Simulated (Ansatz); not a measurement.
Mulliken charges of FH5N3V, SMILES `[NH]=[V]([NH2])([NH2])[F]` from ωB97M-V/def2-TZVPP in Ansatz (PBE0-D4/def2-TZVP geometry).

| atom | x (Å) | y (Å) | z (Å) | charge (e) |
| --- | --- | --- | --- | --- |
| N1 | -1.274 | 0.695 | 0.857 | -0.478 |
| V2 | -0.378 | -0.022 | -0.270 | 1.005 |
| N3 | 0.252 | -1.551 | 0.507 | -0.392 |
| N4 | 0.954 | 1.166 | -0.664 | -0.392 |
| F5 | -1.236 | -0.436 | -1.745 | -0.386 |
| H6 | -2.086 | 1.101 | 1.305 | 0.140 |
| H7 | 0.923 | -2.150 | 0.043 | 0.113 |
| H8 | 0.103 | -1.833 | 1.462 | 0.139 |
| H9 | 1.719 | 0.927 | -1.280 | 0.113 |
| H10 | 1.106 | 2.053 | -0.213 | 0.139 |

**Question.** By hand: the dipole of these point charges (1 e Å = 4.8032 D).

**Answer.** Σ q r = (0.408, 0.011, 0.271) e Å, of length 0.490 e Å = 2.35 D.

**Question.** How does the dipole of the full density compare? (Estimate.)

**Answer.** The calculation gave: (0.375, 0.066, 0.377) e Å, 2.57 D; the point charges give 0.91 times that, at 13° from its direction.

Point charges leave out the atoms' own dipoles, such as those of lone pairs, and Mulliken's split depends on the basis, so the close match here is no proof of good charges.
